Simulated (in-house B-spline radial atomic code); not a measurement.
## Co: [Ar] 3d7 4s2

Method: Dirac-Kohn-Sham CAM-B3LYP, spherical fractional occupations, exact exchange averaged over the configuration, Fermi nucleus of rms radius 3.7875 fm. Calculated with a B-spline radial code for spherical atoms.

Z_r = [3n² - l(l+1)]/(2<r>); Z_e = n√(-2ε); the last column is Slater's effective charge. Values are occupation-weighted means over j.

| shell | electrons | ε (eV) | <r> (bohr) | Z_r | Z_e | Slater |
| --- | --- | --- | --- | --- | --- | --- |
| 1s | 2 | -7631.6 | 0.05618 | 26.70 | 23.68 | 26.70 |
| 2s | 2 | -913.98 | 0.2551 | 23.52 | 16.39 | 22.85 |
| 2p | 6 | -782.64 | 0.2248 | 22.24 | 15.17 | 22.85 |
| 3s | 2 | -109.1 | 0.7736 | 17.45 | 8.50 | 15.75 |
| 3p | 6 | -71.106 | 0.8174 | 15.29 | 6.86 | 15.75 |
| 3d | 7 | -12.075 | 1.059 | 9.92 | 2.83 | 6.90 |
| 4s | 2 | -7.3453 | 2.923 | 8.21 | 2.94 | 3.90 |

The least bound orbital is 4s1/2 at -7.345 eV, and it is also the most diffuse (<r> = 2.923 bohr). The part-filled 3d shell lies below the filled 4s shell in orbital energy.

Spin-orbit splittings of the orbital energies (j = l + 1/2 above j = l - 1/2 when positive): 2p 14.88 eV, 3p 1.889 eV, 3d 0.1983 eV.

For the 1s electron the small component carries 0.945 % of the norm, the zero-frequency Breit interaction raises the level by 9.43 eV, self-energy by 4.698 eV, and vacuum polarisation lowers it by 0.4091 eV.

The density falls to 0.001 bohr⁻³ at 4.398 bohr; Σ<r²> = 37.161 bohr² gives, by the non-relativistic formula and without the paramagnetism of open shells, a Langevin diamagnetic susceptibility of -29.43×10⁻⁶ cm³/mol.
